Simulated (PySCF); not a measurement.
Sb(OH)2(TeH) (H₃O₂SbTe), SMILES [TeH][Sb]([OH])[OH]. Atoms are numbered in the order given.

```xyz
7

Sb    -0.8100     0.3393     0.8736
O     -2.2644    -0.4872    -0.2492
H     -2.0904    -0.3284    -1.1995
O     -0.7224     2.2196     0.1587
H     -0.3676     2.1980    -0.7546
Te     1.2574    -0.6464    -0.8002
H      2.2766     0.5815    -0.2643
```

Coordinates come from a PBE-D3(BJ)/def2-SVP optimisation. The def2 effective core potentials stand for the cores of Sb, Te; spin–orbit coupling is left out. One conformer was computed; it need not be the lowest.

Level of theory: B3LYP/def2-TZVP (PySCF).

ESP charges are fitted to the potential on shells at 1.4 to 2.0 van der Waals radii. Atomic charges (e):

```csv
atom,Mulliken,ESP fit,Löwdin
Sb1,0.86,[?],0.52
O2,-0.65,[?],-0.39
H3,0.31,[?],0.15
O4,-0.65,[?],-0.39
H5,0.31,[?],0.15
Te6,-0.23,-0.17,-0.04
H7,0.05,0.06,0.00
```

Problem. What belongs in the gaps? (An estimate is asked for; the answer gives what the named calculation found.)

Solution. 
- Sb1, ESP fit: 0.54
- O2, ESP fit: -0.55
- H3, ESP fit: 0.36
- O4, ESP fit: -0.54
- H5, ESP fit: 0.30
